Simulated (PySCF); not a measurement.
Positional isomers: trisilane hydroxy+silyl. Isolated molecules, 0 K electronic values unless said otherwise. One relaxed conformer stands for each flexible species; it need not be the lowest. Strings in code marks are SMILES.

Level of theory: ωB97X-D3(BJ)/def2-TZVP // PBE0-D3(BJ)/def2-TZVP run with PySCF. Delta-SCF ions had no search for a lower state. Excitations are Tamm–Dancoff values on a coarser integration grid. The basis has no diffuse functions, so Rydberg states are missing or too high.

| species | T1 excitation (TDA) (eV) | HOMO (eV) | S1 oscillator strength | vertical ionisation energy (Delta-SCF) (eV) | S1–T1 gap (TDA) (eV) |
|---|---|---|---|---|---|
| `O[SiH2][SiH2][SiH2][SiH3]` | 5.78 | -10.01 | 0.050 | 9.72 | 0.71 |
| `O[SiH2][SiH]([SiH3])[SiH3]` (H–O–Si–Si torsion 180°, O–Si–Si–Si torsion -62°) | 5.72 | -10.10 | 0.084 | 9.78 | 0.70 |
| `O[Si@@H]([SiH3])[SiH2][SiH3]` (H–O–Si–Si torsion 56°, Si–Si–Si–Si torsion 172°) | 5.10 | -9.68 | 0.124 | 9.38 | 0.71 |
| `[SiH3][Si](O)([SiH3])[SiH3]` (H–O–Si–Si torsion 60°) | 4.94 | -9.72 | 0.006 | 9.39 | 0.55 |
